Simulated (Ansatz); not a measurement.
Species: Si2N2H7, net charge 0, doublet state. SMILES: [NH][SiH2][SiH2]N
Structure (B3LYP-D3(BJ)/def2-TZVP (Ansatz, a program for electronic structure) minimum search):
```xyz
11

N      0.6534     1.9891    -0.4736
Si     0.9699     0.3504    -0.8983
Si    -0.2128    -0.9018     0.7593
N     -1.9226    -0.6830     0.7734
H     -0.2011     2.3794    -0.8733
H      2.4202     0.0682    -0.7690
H      0.5069    -0.0978    -2.2441
H      0.3216    -0.5216     2.0863
H      0.0571    -2.3357     0.4818
H     -2.3236     0.1777     1.1118
H     -2.4966    -1.0936     0.0539
```
Charge 0, spin multiplicity 2.

Wanted: size of the dipole moment, in D. Terms: 6-31G* and kin with 6d, 5d where marked; spin-orbit terms left out; non-relativistic; open shells spin-unrestricted; 6-311+G** with 5d, 6d on Na to Ar in Ansatz; dispersion terms only where a functional's name holds one. Ab initio and DFT rows: single points at B3LYP-D3(BJ) geometries (Ansatz).

| level | program | size of the dipole moment (D) |
|---|---|---|
| PBE/3-21G | Ansatz | 3.27 |
| PBE/6-31G* | Ansatz | 3.04 |
| PBE/6-311+G** | Ansatz | 2.89 |
| BLYP/6-31G* | Ansatz | 2.99 |
| B3LYP/6-31G* | Ansatz | 2.77 |
| B3LYP/6-311+G** | Ansatz | 2.61 |

No value to compare with is used here. The 6 habitual levels span 2.61 (B3LYP/6-311+G**) to 3.27 D (PBE/3-21G).

The levels are drawn from those run, B3LYP/6-31G* more often than the rest, none by its result; left out are runs that failed, that the program found above a lower state of the same kind, or whose <S^2> lies over 0.5 above the pure value.
